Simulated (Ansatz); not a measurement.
Isolated molecules relaxed with PBE0-D4/def2-TZVP in Ansatz; ΔE leaves out vibrations. CCSD(T)/CBS is the MP2 limit (def2-TZVPP, def2-QZVPP) plus CCSD(T) − MP2 in def2-TZVPP, frozen cores. Functionals use def2-TZVPP. Elements past krypton have def2 core potentials. For Br, Sn outer-core shells are correlated without core-valence functions, which leaves a few kJ/mol of doubt a bond. Scalar relativity is left out up to krypton. One conformer a species, not always the lowest.

`F[Si]Br` + `C[CH](C)[Sn][Cl]` → `CC(C)[Si]F` + `[Cl][Sn][Br]`  (redistribution)

```
        level  ΔE (eV)
       B97M-V    -0.34
       B2PLYP    -0.29
          PBE    -0.29
CCSD/def2-SVP    -0.32
```

(1) What does CCSD(T)/CBS give? (An estimate is asked.)

Largest T1 diagnostic among the species: 0.013.

Results:

(1) The calculation gave: -0.25 eV. The listed levels differ from it by -0.09, -0.04, -0.04, -0.07 eV.

The D4 term adds +0.05 eV with B3LYP and +0.03 eV with PBE0; it sums over pairs of atoms, weighted by their polarisabilities, and B3LYP, whose exchange is more repulsive, gets the larger term. In def2-TZVPP, CCSD(T) changes the Hartree–Fock value by +0.23 eV (the triples alone add +0.03 eV) and MP2 by +0.26 eV.

B3LYP here is the variant with VWN-RPA as its local correlation; programs differ in this.
